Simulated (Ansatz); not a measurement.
H₄N₂Zn (`[NH2][Zn][NH2]`). Total charge 0; spin multiplicity 1.

```xyz
7

N     1.2485   -0.7291   -1.0966
Zn   -0.0236    0.0146   -0.0434
N    -1.3807    0.8110    0.8538
H     2.1587   -0.8920   -0.6916
H     0.9947   -1.5395   -1.6428
H    -1.4444    1.8180    0.8166
H    -1.5532    0.5170    1.8040
```

**Question.** List the harmonic frequencies (cm⁻¹, unscaled) at PBE0-D4/def2-TZVP in Ansatz. (Estimate.)

**Answer.** Computed: 161, 163, 214, 387, 391, 609, 735, 753, 754, 1563, 1564, 3572, 3573, 3665, 3665.

**Question.** Is this a minimum?

**Answer.** Yes, all 15 modes are real.

**Question.** Give the ideal-gas thermochemistry at 298.15 K and 1 bar (rigid rotor, harmonic oscillator; point group C2, symmetry number 2).

**Answer.** Zero-point energy 130.2 kJ/mol; H(298) − E = 147.7 kJ/mol; entropy 295.9 J/(mol·K), of which translation 166.0, rotation 87.0, vibration 43.0; G(298) − E = 59.4 kJ/mol.
